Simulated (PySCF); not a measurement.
# What a mistake does to a calculation on AlB2H5N

All numbers below are calculated, not measured. They come from PySCF 2.14.0, an open-source quantum chemistry program, on an isolated molecule that a program drew, which may never have been made. The molecule is AlB2H5N (charge 0, doublet), drawn as the SMILES string `B[B](N)[AlH]`.

Each row is a Hartree-Fock (HF) and frozen-core CCSD(T) single point in the cc-pV(D+d)Z basis, meant for a local HF minimum. Run 1 is clean. Each other run has one planted mistake out of seven kinds, and not every kind appears here: one electron removed, one electron added, multiplicity raised by two, geometry at a saddle point, minimal basis STO-3G, one bond length entered in bohr, all coordinates scaled. The reference is restricted for singlets and unrestricted otherwise, and also for a bond in bohr. Adding or removing an electron swaps singlet and doublet. Electrons count all cores. HOMO and LUMO are orbital energies over both spins, the gradient is its largest component, and the lowest frequency (negative if imaginary) is given only where the gradient is small. Bond lengths are over the 8 bonds as drawn. T1 is the CCSD diagnostic: over 0.02 (restricted) or 0.045 (unrestricted) a single reference is doubtful.

Geometry of the clean run:
```xyz
9
AlB2H5N, angstrom
B    -0.7704    0.0728   -1.2191
B    -0.6013   -1.1018   -0.0410
N     0.4885   -1.8517    0.3909
Al   -2.5729   -1.4254    0.9435
H    -0.6969    1.2465   -0.9514
H    -1.1475   -0.2021   -2.3313
H     0.4436   -2.5325    1.1202
H     1.4036   -1.7619   -0.0031
H    -3.8826   -0.6108    0.5152
```

| run | electrons | basis functions | <S^2> | HOMO (eV) | LUMO (eV) | gradient (hartree/bohr) | lowest frequency (cm^-1) | mean bond (Å) | longest bond (Å) | T1 | HF (hartree) | CCSD(T) (hartree) | mistake |
|---|---|---|---|---|---|---|---|---|---|---|---|---|---|
| 1 | 35 | 90 | 0.770 | -7.14 | 0.68 | 3.3e-05 | 114 | 1.4129 | 2.227 | 0.0221 | -348.61238 | -349.05970 | no fault |
| 2 | 35 | 29 | 0.766 | -3.47 | 6.89 | 3.8e-02 | - | 1.4129 | 2.227 | 0.0230 | -344.31829 | -344.51198 | minimal basis STO-3G |
| 3 | 34 | 90 | 0.000 | -14.73 | -5.72 | 3.5e-02 | - | 1.4129 | 2.227 | 0.0192 | -348.37559 | -348.81684 | ? |
| 4 | 35 | 90 | 0.773 | -7.22 | 0.62 | 4.3e-02 | - | 1.4920 | 2.352 | 0.0233 | -348.59182 | -349.04538 | ? |

**Which mistake was planted in run 3, and what did it cost?**

It counts 34 electrons, one fewer than the clean run, at the same geometry and basis. So the mistake is: one electron removed. Subtracting run 1 and multiplying by 627.51 kcal/mol a hartree, the energy moved by 148.6 kcal/mol in HF and 152.4 kcal/mol in CCSD(T).

**Which mistake was planted in run 4, and what did it cost?**

The mean and the longest bond both change by the same factor, 1.056, and the gradient is no longer small. So the mistake is: all coordinates scaled. Subtracting run 1 and multiplying by 627.51 kcal/mol a hartree, the energy moved by 12.9 kcal/mol in HF and 9.0 kcal/mol in CCSD(T).

